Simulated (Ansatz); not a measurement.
Reaction (ligand exchange at the Si–S bond): `O[SiH2]S[SiH3]` + `C=C[SiH2]N` → `C=C[SiH2]N[SiH3]` + `O[SiH2]S`

Calculated with Ansatz (gas phase, PBE0-D4/def2-TZVP geometries, no zero-point term in ΔE). CCSD(T)/CBS adds triple-zeta CCSD(T) − MP2 to the extrapolated MP2 energy (def2 sets, frozen cores). Functionals use def2-TZVPP. B3LYP here is the variant with VWN-RPA as its local correlation; programs differ in this. One conformer a species, not always the lowest.

Is it downhill or uphill in electronic energy at CCSD(T)/CBS, and by how much? (An estimate is asked.)

Computed: Uphill: ΔE = +0.05 eV.

What do these levels give: PBE-D4, B3LYP-D4, ωB97X-V, ωB97M-V, B2PLYP, PBE, PBE0, SCS-MP2/def2-TZVPP, HF/def2-QZVPP, MP2/def2-QZVPP, HF/CBS(def2), MP2/CBS(def2)? (An estimate is asked.)

The calculation gave: PBE-D4 0.14, B3LYP-D4 0.05, ωB97X-V 0.05, ωB97M-V 0.06, B2PLYP 0.02, PBE 0.13, PBE0 0.11, SCS-MP2/def2-TZVPP 0.00, HF/def2-QZVPP -0.07, MP2/def2-QZVPP 0.06, HF/CBS(def2) -0.08, MP2/CBS(def2) 0.08 eV.

Largest T1 diagnostic among the species: 0.012.

The D4 term adds +0.03 eV with B3LYP and +0.02 eV with PBE0; it sums over pairs of atoms, weighted by their polarisabilities, and B3LYP, whose exchange is more repulsive, gets the larger term. In def2-TZVPP, CCSD(T) changes the Hartree–Fock value by +0.07 eV (the triples alone add +0.02 eV) and MP2 by +0.11 eV.
